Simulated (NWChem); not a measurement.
System: ZnCl, doublet; SMILES [Cl][Zn]

```xyz
2

Zn     0.0000     0.0000    -0.7759
Cl     0.0000     0.0000     1.3868
```
Atoms are numbered in this order, from 1.

Coordinates come from a PBE0/def2-SVP, spin-unrestricted optimisation. The spin multiplicity was typed, not searched, and may not be the lowest. No stability test was run on the SCF state.

Q: List the 6 lowest vertical excitations from B3LYP/def2-SVPD, spin-unrestricted, TDA (NWChem).

A: 
| state | energy (eV) | oscillator strength | <S²> |
|---|---|---|---|
| state 1 | 3.05 | 0.001 | 0.77 |
| state 2 | 3.05 | 0.001 | 0.77 |
| state 3 | 4.24 | 0.130 | 0.75 |
| state 4 | 4.24 | 0.130 | 0.75 |
| state 5 | 4.64 | 0.040 | 0.79 |
| state 6 | 5.76 | 0.256 | 0.81 |
